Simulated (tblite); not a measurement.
Run record: tight-binding relaxation, `CC(C)(C)CC(=O)Br`.

Computed with GFN2-xTB geometry optimisation, gas phase (tblite 0.8.0). Start geometry: from a force field or distance geometry. The command runs a driver script over a list of jobs; the input below is this job's line of settings and its coordinates in Å.

Command:
```bash
OMP_NUM_THREADS=1 python probes_run.py task.json out
```

Input:
```
{"job": {"kind": "relax", "xc": "GFN2-xTB", "basis": "xTB"}, "charge": 0, "multiplicity": 1}
C     -0.526300     1.452600    -0.129100
C     -0.337300    -0.022300     0.077700
C     -1.199300    -0.427700     1.263100
C     -0.777400    -0.677400    -1.218500
C      1.064800    -0.368300     0.487000
C      2.116900    -0.007100    -0.467000
O      1.926400     0.547100    -1.533600
Br     3.960600    -0.412300    -0.016600
H      0.469100     1.898300    -0.310500
H     -0.980800     1.855000     0.817400
H     -1.151000     1.698800    -1.017500
H     -1.481300    -1.480600     1.089600
H     -0.596300    -0.402000     2.195800
H     -2.071100     0.235300     1.389600
H     -0.629000    -1.768700    -1.205600
H     -0.288700    -0.239000    -2.092900
H     -1.874400    -0.517200    -1.364600
H      1.281700     0.122500     1.446500
H      1.083500    -1.477800     0.581700
```

Output:
```
step      E/eV     max force
  0    -723.62606    3.419
  1    -723.76716    4.623
  2    -723.90010    0.815
  3    -723.94768    0.798
  4    -724.06195    0.509
  5    -724.08258    0.410
  6    -724.10376    0.249
  7    -724.11327    0.241
  8    -724.12463    0.213
  9    -724.13223    0.191
... (66 lines left out)
 76    -724.31302    0.022
 77    -724.31313    0.017
 78    -724.31321    0.017
 79    -724.31327    0.016
 80    -724.31332    0.015
 81    -724.31338    0.014
 82    -724.31342    0.016
 83    -724.31346    0.014
 84    -724.31349    0.010
 85    -724.31351    0.010
```

«max force» is the largest atomic force in eV/Å.

**Question.** From which step on does the largest force stay under 0.1 eV/Å, and how much energy is left to gain from there?

**Answer.** From step 41 (0.068 eV/Å), 19.1 meV above the end.

In short: energy lowered by 15.9 kcal/mol over 85 steps; largest atomic force 0.010 eV/Å at the end.
Labels such as C1 count atoms from 1, the log's own numbers from 0.
